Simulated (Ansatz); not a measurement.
Total energies of the cluster Al4O6 from Ansatz at PBE0-D4/def2-TZVPD, gas phase (1 Eh = 27.2114 eV = 2625.5 kJ/mol). The reference geometry is relaxed at r2SCAN-D4/def2-SVP.

```xyz
10

Al    0.668    0.816   -1.260
Al    1.030    0.029    1.280
Al   -1.419    0.711    0.423
Al   -0.279   -1.557   -0.443
O     0.813   -1.654    0.905
O     0.421   -0.802   -1.843
O    -1.838   -0.916   -0.022
O    -0.421    0.802    1.843
O     1.838    0.916    0.022
O    -0.813    1.654   -0.905
```

```
                 state   geometry  energy (Eh)
      charge 0 singlet  reference  -1420.92091
     charge -1 doublet  reference  -1420.98675
free Al atom (doublet)          –   -242.24900
 free O atom (triplet)          –    -75.01925
```

Problem. Work out the vertical electron affinity, to the doublet.

Solution. E(charge 0 singlet) − E(charge -1 doublet) = -1420.92091 − (-1420.98675) = 0.06584 Eh = 1.79 eV.

Problem. What is the binding energy per atom against free atoms?

Solution. Atoms: 4 × (-242.24900) + 6 × (-75.01925) = -1419.11150 Eh. Binding: -1419.11150 − (-1420.92091) = 1.80941 Eh = 49.24 eV, or 4.92 eV for each of 10 atoms (no zero-point energy, no counterpoise term).

The structure comes from a short search, and lower isomers may exist.
